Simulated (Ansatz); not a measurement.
Ansatz (an electronic-structure program) input (B3LYP-D3(BJ)/def2-TZVP):

Ansatz 0.2 input:
```yaml
crystal:
  periodic: [false, false, false]
  atoms:
    - {symbol: As, position_ang: [-0.14653518, -0.20555075, 0.32176302]}
    - {symbol: F, position_ang: [1.33592544, -0.37212610, -0.58230773]}
    - {symbol: F, position_ang: [-0.79862979, 1.12581217, -0.59749001]}
basis:
  gaussian:
    orbitals: def2-TZVP
hamiltonian:
  xc: b3lyp
  dispersion: d3bj
magnetization: {spin_polarized: true, initial_magnetization: 1}
phonons: {temperatures: {t_min: 298.15, t_max: 298.15, t_step: 100}}
```

Output:

```
Functional definition: B3LYP
integrals: 0.03 GiB planned
728 factors; their error is unknown
mean field: 0.47 GiB planned
mean field evaluation 1: about -66275.4686 eV, gradient 3.6e1 eV
mean field evaluation 2: about -66260.6280 eV, gradient 7.9e1 eV
mean field evaluation 4: about -66279.0538 eV, gradient 1.0e0 eV
mean field evaluation 8: about -66279.2721 eV, gradient 4.6e-2 eV
mean field evaluation 16: about -66279.2721 eV, gradient 1.8e-5 eV
mean field -66279.27208641 eV, -2435.7183234713 hartree, gradient 1.7e-5 eV, S^2 0.753133; 0 other end points of the search recorded, 0 dependent functions left out
the calculation of the forces begins
reference -66279.27224157 eV, -2435.7183291734 hartree; 26, 25 occupied and 84, 85 virtual orbitals, 728 factors
these checks for a lower state are left out or cut short: stability, starts, cluster_reference, orbital_swaps, neighbouring_geometries, increment
integrals: 0.03 GiB planned
728 factors; their error is unknown
mean field: 0.47 GiB planned
mean field -66279.27202689 eV, -2435.7183212840 hartree, gradient 2.9e-6 eV, S^2 0.753136; 0 other end points of the search recorded, 0 dependent functions left out
the calculation of the forces begins
reference -66279.27218205 eV, -2435.7183269862 hartree; 26, 25 occupied and 84, 85 virtual orbitals, 728 factors
these checks for a lower state are left out or cut short: stability, starts, cluster_reference, orbital_swaps, neighbouring_geometries, increment
integrals: 0.03 GiB planned
728 factors; their error is unknown
mean field: 0.47 GiB planned
mean field evaluation 32: about -66279.2720 eV, gradient 2.9e-6 eV
mean field -66279.27202977 eV, -2435.7183213898 hartree, gradient 2.9e-6 eV, S^2 0.753130; 0 other end points of the search recorded, 0 dependent functions left out
the calculation of the forces begins
reference -66279.27218493 eV, -2435.7183270918 hartree; 26, 25 occupied and 84, 85 virtual orbitals, 728 factors
these checks for a lower state are left out or cut short: stability, starts, cluster_reference, orbital_swaps, neighbouring_geometries, increment
integrals: 0.03 GiB planned
728 factors; their error is unknown
mean field: 0.47 GiB planned
mean field -66279.27207041 eV, -2435.7183228835 hartree, gradient 2.6e-6 eV, S^2 0.753131; 0 other end points of the search recorded, 0 dependent functions left out
the calculation of the forces begins
reference -66279.27222558 eV, -2435.7183285858 hartree; 26, 25 occupied and 84, 85 virtual orbitals, 728 factors
these checks for a lower state are left out or cut short: stability, starts, cluster_reference, orbital_swaps, neighbouring_geometries, increment
integrals: 0.03 GiB planned
728 factors; their error is unknown
mean field: 0.47 GiB planned
mean field -66279.27207572 eV, -2435.7183230785 hartree, gradient 2.7e-6 eV, S^2 0.753135; 0 other end points of the search recorded, 0 dependent functions left out
the calculation of the forces begins
reference -66279.27223088 eV, -2435.7183287804 hartree; 26, 25 occupied and 84, 85 virtual orbitals, 728 factors
these checks for a lower state are left out or cut short: stability, starts, cluster_reference, orbital_swaps, neighbouring_geometries, increment
integrals: 0.03 GiB planned
728 factors; their error is unknown
mean field: 0.47 GiB planned
mean field -66279.27205605 eV, -2435.7183223557 hartree, gradient 2.8e-6 eV, S^2 0.753132; 0 other end points of the search recorded, 0 dependent functions left out
the calculation of the forces begins
reference -66279.27221120 eV, -2435.7183280573 hartree; 26, 25 occupied and 84, 85 virtual orbitals, 728 factors
these checks for a lower state are left out or cut short: stability, starts, cluster_reference, orbital_swaps, neighbouring_geometries, increment
integrals: 0.03 GiB planned
728 factors; their error is unknown
mean field: 0.47 GiB planned
mean field evaluation 64: about -66279.2720 eV, gradient 2.8e-6 eV
mean field -66279.27204350 eV, -2435.7183218946 hartree, gradient 2.8e-6 eV, S^2 0.753134; 0 other end points of the search recorded, 0 dependent functions left out
the calculation of the forces begins
reference -66279.27219868 eV, -2435.7183275972 hartree; 26, 25 occupied and 84, 85 virtual orbitals, 728 factors
Total energy: -66279.32754964 eV, -2435.7203617076 hartree
Atom 0 at    -0.146535    -0.205551     0.321763 Å, force    -0.000042    -0.000059     0.000092 eV/Å
Atom 1 at     1.335925    -0.372126    -0.582308 Å, force     0.000177    -0.000080    -0.000045 eV/Å
Atom 2 at    -0.798630     1.125812    -0.597490 Å, force    -0.000136     0.000139    -0.000047 eV/Å
Dipole moment:    -0.173699    -0.243654     0.381409 e Å
Vibrations: 262.17 665.52 695.97 cm⁻¹, zero-point energy 0.100653 eV
```

It need not be the lowest isomer of its formula.
